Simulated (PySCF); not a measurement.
Precursor series Ta Cl-F. All species are isolated molecules in the gas phase.

The numbers are results of PySCF with TPSSh-D3(BJ)/def2-TZVP // PBE-D3(BJ)/def2-SVP, not measurements. 

```tsv
species	mean distance from the central atom to its bonded neighbours (Å)	LUMO (eV)
0 of 5 Cl replaced by F ([Ta(Cl)5])	2.318	-4.23
1 of 5 Cl replaced by F	2.228	-3.92
2 of 5 Cl replaced by F ([Ta(Cl)3(F)2])	2.141	-4.00
3 of 5 Cl replaced by F	2.052	-3.60
4 of 5 Cl replaced by F ([Ta(Cl)(F)4])	1.964	-3.17
5 of 5 Cl replaced by F ([Ta(F)5])	1.881	-3.18
```
